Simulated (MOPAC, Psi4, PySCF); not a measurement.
Torsional profile of SMILES C(=Cc1ccco1)c1ccco1. Scanned: dihedral C2–C1–C8–O12; all other coordinates were relaxed at GFN2-xTB. Points at φ and −φ are mirror images. Heavy atoms are numbered in the order of the SMILES C(=Cc1ccco1)c1ccco1, hydrogens after them in the order of the atoms that carry them; the mirror image has the same energies with the sign of each dihedral reversed.

- RHF/3-21G = PySCF with restricted Hartree-Fock/3-21G, density fitting // GFN2-xTB
- RKS-LDA (SVWN5)/6-31G* = restricted LDA (SVWN5)/6-31G*, spherical d, density fitting // GFN2-xTB (PySCF 2.14.0)
- AM1, restricted, heats of formation // GFN2-xTB (MOPAC)
- PBE-D3(BJ)/def2-SVP // GFN2-xTB (Psi4)

Energies relative to the lowest point of each profile, in kcal/mol; the last columns give the difference from PBE-D3(BJ):

```json
[
 {"φ / °": "-160", "RHF/3-21G": "3.1", "RKS-LDA (SVWN5)/6-31G*": "2.0", "AM1": "0.7", "PBE-D3(BJ)/def2-SVP": "2.0", "RHF/3-21G − PBE-D3(BJ)/def2-SVP": "1.0", "RKS-LDA (SVWN5)/6-31G* − PBE-D3(BJ)/def2-SVP": "0.0", "AM1 − PBE-D3(BJ)/def2-SVP": "-1.3"},
 {"φ / °": "-140", "RHF/3-21G": "4.2", "RKS-LDA (SVWN5)/6-31G*": "3.9", "AM1": "1.9", "PBE-D3(BJ)/def2-SVP": "3.9", "RHF/3-21G − PBE-D3(BJ)/def2-SVP": "0.3", "RKS-LDA (SVWN5)/6-31G* − PBE-D3(BJ)/def2-SVP": "0.0", "AM1 − PBE-D3(BJ)/def2-SVP": "-2.0"},
 {"φ / °": "-120", "RHF/3-21G": "6.0", "RKS-LDA (SVWN5)/6-31G*": "6.9", "AM1": "3.4", "PBE-D3(BJ)/def2-SVP": "6.8", "RHF/3-21G − PBE-D3(BJ)/def2-SVP": "-0.8", "RKS-LDA (SVWN5)/6-31G* − PBE-D3(BJ)/def2-SVP": "0.1", "AM1 − PBE-D3(BJ)/def2-SVP": "-3.4"},
 {"φ / °": "-100", "RHF/3-21G": "7.7", "RKS-LDA (SVWN5)/6-31G*": "9.7", "AM1": "4.2", "PBE-D3(BJ)/def2-SVP": "9.5", "RHF/3-21G − PBE-D3(BJ)/def2-SVP": "-1.8", "RKS-LDA (SVWN5)/6-31G* − PBE-D3(BJ)/def2-SVP": "0.2", "AM1 − PBE-D3(BJ)/def2-SVP": "-5.3"},
 {"φ / °": "-80", "RHF/3-21G": "8.3", "RKS-LDA (SVWN5)/6-31G*": "10.2", "AM1": "4.0", "PBE-D3(BJ)/def2-SVP": "10.0", "RHF/3-21G − PBE-D3(BJ)/def2-SVP": "-1.6", "RKS-LDA (SVWN5)/6-31G* − PBE-D3(BJ)/def2-SVP": "0.2", "AM1 − PBE-D3(BJ)/def2-SVP": "-6.0"},
 {"φ / °": "-60", "RHF/3-21G": "6.9", "RKS-LDA (SVWN5)/6-31G*": "7.6", "AM1": "3.0", "PBE-D3(BJ)/def2-SVP": "7.5", "RHF/3-21G − PBE-D3(BJ)/def2-SVP": "-0.6", "RKS-LDA (SVWN5)/6-31G* − PBE-D3(BJ)/def2-SVP": "0.1", "AM1 − PBE-D3(BJ)/def2-SVP": "-4.5"},
 {"φ / °": "-40", "RHF/3-21G": "3.8", "RKS-LDA (SVWN5)/6-31G*": "3.9", "AM1": "1.6", "PBE-D3(BJ)/def2-SVP": "3.9", "RHF/3-21G − PBE-D3(BJ)/def2-SVP": "-0.1", "RKS-LDA (SVWN5)/6-31G* − PBE-D3(BJ)/def2-SVP": "0.0", "AM1 − PBE-D3(BJ)/def2-SVP": "-2.2"},
 {"φ / °": "-20", "RHF/3-21G": "1.0", "RKS-LDA (SVWN5)/6-31G*": "1.0", "AM1": "0.4", "PBE-D3(BJ)/def2-SVP": "1.0", "RHF/3-21G − PBE-D3(BJ)/def2-SVP": "0.0", "RKS-LDA (SVWN5)/6-31G* − PBE-D3(BJ)/def2-SVP": "0.0", "AM1 − PBE-D3(BJ)/def2-SVP": "-0.6"},
 {"φ / °": "0", "RHF/3-21G": "0.0", "RKS-LDA (SVWN5)/6-31G*": "0.0", "AM1": "0.0", "PBE-D3(BJ)/def2-SVP": "0.0", "RHF/3-21G − PBE-D3(BJ)/def2-SVP": "0.0", "RKS-LDA (SVWN5)/6-31G* − PBE-D3(BJ)/def2-SVP": "0.0", "AM1 − PBE-D3(BJ)/def2-SVP": "0.0"},
 {"φ / °": "20", "RHF/3-21G": "1.0", "RKS-LDA (SVWN5)/6-31G*": "1.0", "AM1": "0.4", "PBE-D3(BJ)/def2-SVP": "1.0", "RHF/3-21G − PBE-D3(BJ)/def2-SVP": "0.0", "RKS-LDA (SVWN5)/6-31G* − PBE-D3(BJ)/def2-SVP": "0.0", "AM1 − PBE-D3(BJ)/def2-SVP": "-0.6"},
 {"φ / °": "40", "RHF/3-21G": "3.8", "RKS-LDA (SVWN5)/6-31G*": "3.9", "AM1": "1.6", "PBE-D3(BJ)/def2-SVP": "3.9", "RHF/3-21G − PBE-D3(BJ)/def2-SVP": "-0.1", "RKS-LDA (SVWN5)/6-31G* − PBE-D3(BJ)/def2-SVP": "0.0", "AM1 − PBE-D3(BJ)/def2-SVP": "-2.2"},
 {"φ / °": "60", "RHF/3-21G": "6.9", "RKS-LDA (SVWN5)/6-31G*": "7.6", "AM1": "3.0", "PBE-D3(BJ)/def2-SVP": "7.5", "RHF/3-21G − PBE-D3(BJ)/def2-SVP": "-0.6", "RKS-LDA (SVWN5)/6-31G* − PBE-D3(BJ)/def2-SVP": "0.1", "AM1 − PBE-D3(BJ)/def2-SVP": "-4.5"},
 {"φ / °": "80", "RHF/3-21G": "8.3", "RKS-LDA (SVWN5)/6-31G*": "10.2", "AM1": "4.0", "PBE-D3(BJ)/def2-SVP": "10.0", "RHF/3-21G − PBE-D3(BJ)/def2-SVP": "-1.6", "RKS-LDA (SVWN5)/6-31G* − PBE-D3(BJ)/def2-SVP": "0.2", "AM1 − PBE-D3(BJ)/def2-SVP": "-6.0"},
 {"φ / °": "100", "RHF/3-21G": "7.7", "RKS-LDA (SVWN5)/6-31G*": "9.7", "AM1": "4.2", "PBE-D3(BJ)/def2-SVP": "9.5", "RHF/3-21G − PBE-D3(BJ)/def2-SVP": "-1.8", "RKS-LDA (SVWN5)/6-31G* − PBE-D3(BJ)/def2-SVP": "0.2", "AM1 − PBE-D3(BJ)/def2-SVP": "-5.3"},
 {"φ / °": "120", "RHF/3-21G": "6.0", "RKS-LDA (SVWN5)/6-31G*": "6.9", "AM1": "3.4", "PBE-D3(BJ)/def2-SVP": "6.8", "RHF/3-21G − PBE-D3(BJ)/def2-SVP": "-0.8", "RKS-LDA (SVWN5)/6-31G* − PBE-D3(BJ)/def2-SVP": "0.1", "AM1 − PBE-D3(BJ)/def2-SVP": "-3.4"},
 {"φ / °": "140", "RHF/3-21G": "4.2", "RKS-LDA (SVWN5)/6-31G*": "3.9", "AM1": "1.9", "PBE-D3(BJ)/def2-SVP": "3.9", "RHF/3-21G − PBE-D3(BJ)/def2-SVP": "0.3", "RKS-LDA (SVWN5)/6-31G* − PBE-D3(BJ)/def2-SVP": "0.0", "AM1 − PBE-D3(BJ)/def2-SVP": "-2.0"},
 {"φ / °": "160", "RHF/3-21G": "3.1", "RKS-LDA (SVWN5)/6-31G*": "2.0", "AM1": "0.7", "PBE-D3(BJ)/def2-SVP": "2.0", "RHF/3-21G − PBE-D3(BJ)/def2-SVP": "1.0", "RKS-LDA (SVWN5)/6-31G* − PBE-D3(BJ)/def2-SVP": "0.0", "AM1 − PBE-D3(BJ)/def2-SVP": "-1.3"},
 {"φ / °": "180", "RHF/3-21G": "2.7", "RKS-LDA (SVWN5)/6-31G*": "1.3", "AM1": "0.2", "PBE-D3(BJ)/def2-SVP": "1.4", "RHF/3-21G − PBE-D3(BJ)/def2-SVP": "1.3", "RKS-LDA (SVWN5)/6-31G* − PBE-D3(BJ)/def2-SVP": "0.0", "AM1 − PBE-D3(BJ)/def2-SVP": "-1.1"}
]
```

RHF/3-21G is furthest from PBE-D3(BJ)/def2-SVP at -100 (-1.8 kcal/mol, below); its mean absolute difference over the points is 0.8 kcal/mol.

RKS-LDA (SVWN5)/6-31G* is furthest from PBE-D3(BJ)/def2-SVP at -80 (0.2 kcal/mol, above); its mean absolute difference over the points is 0.1 kcal/mol.

AM1 is furthest from PBE-D3(BJ)/def2-SVP at -80 (-6.0 kcal/mol, below); its mean absolute difference over the points is 2.9 kcal/mol.
